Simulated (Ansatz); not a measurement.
Basis-set extrapolation for C₃H₈AlN (PBE0-D4/def2-TZVP geometry, frozen core, Ansatz 0.2.0). Multiplicity 1, RHF reference.

```csv
,def2-TZVPP,def2-QZVPP
HF,-414.690377,-414.705853
MP2 correlation,-0.800932,-0.853322
CCSD(T) correlation,-0.881368,not run
```

Energies in hartree. Use E(X) = E(∞) + A·exp(−7.88·√X) for Hartree–Fock and E(X) = E(∞) + B·X^(−2.97) for correlation, with X = 3 and 4, and add CCSD(T) minus MP2 of the smaller set to the MP2 limit.

Q: What is the CCSD(T) energy at the basis-set limit?

A: HF limit: -414.705853 + (-0.015476) × 0.13774 = -414.70798. MP2 limit: -0.853322 + (-0.052390) × 0.74074 = -0.89213. Higher-order term: -0.881368 − (-0.800932) = -0.08044. Total: -415.68055 hartree, 285.7 kJ/mol below CCSD(T)/def2-TZVPP.
